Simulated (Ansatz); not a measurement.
Gas-phase electronic energies from Ansatz, PBE0-D4/def2-TZVP geometries. CCSD(T)/CBS is the MP2 limit (def2-TZVPP, def2-QZVPP) plus CCSD(T) − MP2 in def2-TZVPP, frozen cores. This one scheme is used for every species. Functionals use def2-TZVPP. B3LYP here is the variant with VWN-RPA as its local correlation; programs differ in this. One conformer a species, not always the lowest.

`F[SiH2]N[Si](F)(Cl)Cl` + `C=N` → `C=N[SiH2]F` + `N[Si](F)(Cl)Cl`  (ligand exchange at the Si–N bond)

`F[SiH2]N[Si](F)(Cl)Cl`:

```xyz
10

F    -0.019   -0.318   -2.595
Si   -0.232    0.731   -1.412
N    -0.602   -0.062    0.071
Si    0.449   -0.612    1.280
F     1.912   -0.571    0.687
Cl    0.436    0.554    2.939
Cl    0.004   -2.506    1.842
H    -1.393    1.566   -1.787
H     1.026    1.484   -1.253
H    -1.581   -0.265    0.226
```

`C=N`:

Cartesian coordinates in Å:
```
C -0.168 0.280 -0.214
N -0.025 -0.919 0.150
H 0.408 1.126 0.177
H -0.916 0.513 -0.974
H 0.702 -1.000 0.861
```

`C=N[SiH2]F`:

```xyz
8

C    -0.334    1.490   -0.133
N    -0.576    0.390    0.424
Si    0.162   -1.141    0.189
F     1.329   -1.122   -0.912
H     0.439    1.634   -0.901
H    -0.907    2.384    0.139
H     0.766   -1.555    1.473
H    -0.879   -2.080   -0.279
```

`N[Si](F)(Cl)Cl`:

```xyz
7

N    -0.069   -1.085    0.084
Si    0.042    0.579   -0.083
F     0.281    1.084   -1.566
Cl   -1.701    1.430    0.510
Cl    1.625    1.255    0.988
H    -0.921   -1.589   -0.091
H     0.742   -1.674    0.156
```

Question: Is it downhill or uphill in electronic energy at CCSD(T)/CBS, and by how much? (Estimate.)

Answer: Computed: Uphill: ΔE = +21.9 kJ/mol.

Question: What do these levels give: PBE-D4, r2SCAN-D4, B97M-V, r2SCANh-D4, ωB97X-V, B2PLYP, PBE, B3LYP, HF/def2-TZVPP, SCS-MP2/def2-TZVPP, CCSD(T)/def2-TZVPP, SCS-MP2/def2-QZVPP? (An estimate is asked.)

Answer: Computed: PBE-D4 16.4, r2SCAN-D4 16.9, B97M-V 18.2, r2SCANh-D4 17.3, ωB97X-V 18.3, B2PLYP 16.2, PBE 13.1, B3LYP 12.3, HF/def2-TZVPP 15.2, SCS-MP2/def2-TZVPP 21.7, CCSD(T)/def2-TZVPP 24.0, SCS-MP2/def2-QZVPP 20.5 kJ/mol.

Question: What do rigid-rotor, harmonic-oscillator terms from PBE0-D4/def2-TZVP frequencies (298.15 K, 1 bar) make of the CCSD(T)/CBS value? (Best estimate.)

Answer: The calculation gave: ΔZPE = -1.9 kJ/mol, ΔH = +19.4 kJ/mol, ΔS = 1 J/(mol·K), ΔG = +19.2 kJ/mol. Modes under 50 cm⁻¹ make the entropy rough.

Largest T1 diagnostic among the species: 0.013.

In def2-TZVPP, CCSD(T) changes the Hartree–Fock value by +8.8 kJ/mol (the triples alone add +0.9 kJ/mol) and MP2 by +6.3 kJ/mol. At CCSD(T), def2-SVP lies +6.6 kJ/mol from the extrapolated value and def2-TZVPP +2.1 kJ/mol. The D4 term adds +5.1 kJ/mol with B3LYP and +3.3 kJ/mol with PBE0; it sums over pairs of atoms, weighted by their polarisabilities, and B3LYP, whose exchange is more repulsive, gets the larger term.
